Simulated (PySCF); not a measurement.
W(NH)2(Br)(SH) (BrH3N2SW), SMILES [NH]=[W](=[NH])([SH])[Br], multiplicity 1.

Coordinates come from a r2SCAN-D4/def2-SVP optimisation. The multiplicity is an assumed one; other spin states were not compared. The def2 effective core potentials stand for the cores of W; spin–orbit coupling is left out. The values are those of a single conformer.

Two levels are set side by side: PBE/def2-TZVP (PySCF) and HF/def2-TZVP (PySCF). Same geometry, gas phase. Differences are taken from unrounded values.

```json
[
 {"quantity": "orbital gap (eV)", "HF": "11.30", "PBE": "3.54", "PBE minus HF": "-7.76"},
 {"quantity": "highest occupied level (eV)", "HF": "-10.28", "PBE": "-6.49", "PBE minus HF": "3.79"},
 {"quantity": "lowest empty level (eV)", "HF": "1.02", "PBE": "-2.95", "PBE minus HF": "-3.97"},
 {"quantity": "dipole moment (D)", "HF": "2.52", "PBE": "2.39", "PBE minus HF": "-0.13"},
 {"quantity": "mean polarisability (bohr³)", "HF": "90.8", "PBE": "98.9", "PBE minus HF": "8.0"}
]
```

Without exact exchange PBE keeps part of each electron's self-repulsion, which lifts occupied levels and narrows the gap. PBE's more diffuse valence density responds more strongly to a field. Differences between two approximate levels are no errors against the true value.

Rough cost on one machine, each run with all the roots and properties that it gave: HF against PBE about 1/2.
